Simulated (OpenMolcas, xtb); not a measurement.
# C2H7NSi (SMILES C=NC[SiH3]): the dipole moment, rung by rung

C2H7NSi: 11 atoms, total charge 0, spin state singlet. As SMILES, `C=NC[SiH3]`. The coordinates come from a PBE0-D4/def2-TZVP relaxation. This is one conformer, not always the lowest.

```xyz
11

C    -0.6394    1.8693    0.3639
N    -0.9986    0.7131    0.0180
C    -0.2990   -0.4170    0.5626
Si    0.7063   -1.2574   -0.8027
H    -1.1459    2.7335   -0.0632
H     0.1669    2.0590    1.0866
H    -1.0299   -1.1514    0.9179
H     0.3652   -0.1617    1.4045
H     1.7296   -0.3113   -1.3199
H    -0.1798   -1.6830   -1.9145
H     1.3899   -2.4501   -0.2324
```

Each level gives the dipole moment (D). The values are calculated.

```tsv
level	kind	program	value (D)
GFN1-xTB	semi-empirical	xtb	2.01
HF/cc-pVDZ	Hartree–Fock	OpenMolcas	1.64
SVWN5/cc-pVDZ	LDA	OpenMolcas	1.23
revPBE/cc-pVDZ	GGA	OpenMolcas	1.23
r2SCAN/cc-pVDZ	meta-GGA	OpenMolcas	1.30
M06-2X/cc-pVDZ	hybrid meta-GGA	OpenMolcas	1.37
```

The values span 1.23 to 2.01 D. Magnitudes only.
